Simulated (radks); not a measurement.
The nuclear charge of the cobalt ion Co2+ is varied continuously with 25 electrons held in [Ar] 3d7. Method: Dirac Kohn-Sham, PBE, spin-unpolarised, spherical densities, point nucleus; open shells fill j = l - 1/2 first; computed with a radial shooting solver on a logarithmic mesh with Libxc functionals. By the Hellmann-Feynman theorem dE/dZ = E(electron-nucleus)/Z, the electronic potential at the nucleus.

Z     E (hartree)  E(electron-nucleus)/Z (hartree)   HOMO  e(HOMO) (eV)  <r> HOMO (bohr)
26.6  -1343.51753                         -120.604  3d5/2       -20.164            1.091
26.8  -1367.75829                         -121.804  3d5/2       -23.470            1.056
27    -1392.23894                         -123.003  3d5/2       -26.957            1.024
27.2  -1416.95925                         -124.200  3d5/2       -30.619           0.9950
27.4  -1441.91902                         -125.397  3d5/2       -34.451           0.9681
27.6  -1467.11811                         -126.594  3d5/2       -38.448           0.9432
27.8  -1492.55640                         -127.789  3d5/2       -42.605           0.9199
28    -1518.23380                         -128.985  3d5/2       -46.919           0.8982

The central difference of E at Z = 27 is -123.002 hartree, to compare with the third column; the second derivative is -5.99 hartree.
